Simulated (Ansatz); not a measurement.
Basis-set extrapolation for C₂H₇AlO₂, SMILES `CC(O)[O][AlH2]` (PBE0-D4/def2-TZVP geometry, frozen core, Ansatz 0.2.0). Multiplicity 1, RHF reference.

|  | def2-TZVPP | def2-QZVPP |
| --- | --- | --- |
| HF | -471.602020 | -471.620353 |
| MP2 correlation | -0.904805 | -0.971830 |
| CCSD(T) correlation | -0.976573 | not run |

Energies in hartree. Use E(X) = E(∞) + A·exp(−7.88·√X) for Hartree–Fock and E(X) = E(∞) + B·X^(−2.97) for correlation, with X = 3 and 4, and add CCSD(T) minus MP2 of the smaller set to the MP2 limit.

Q: What is the CCSD(T) energy at the basis-set limit?

A: HF limit: -471.620353 + (-0.018333) × 0.13774 = -471.62288. MP2 limit: -0.971830 + (-0.067025) × 0.74074 = -1.02148. Higher-order term: -0.976573 − (-0.904805) = -0.07177. Total: -472.71613 hartree, 86.3 kcal/mol below CCSD(T)/def2-TZVPP.
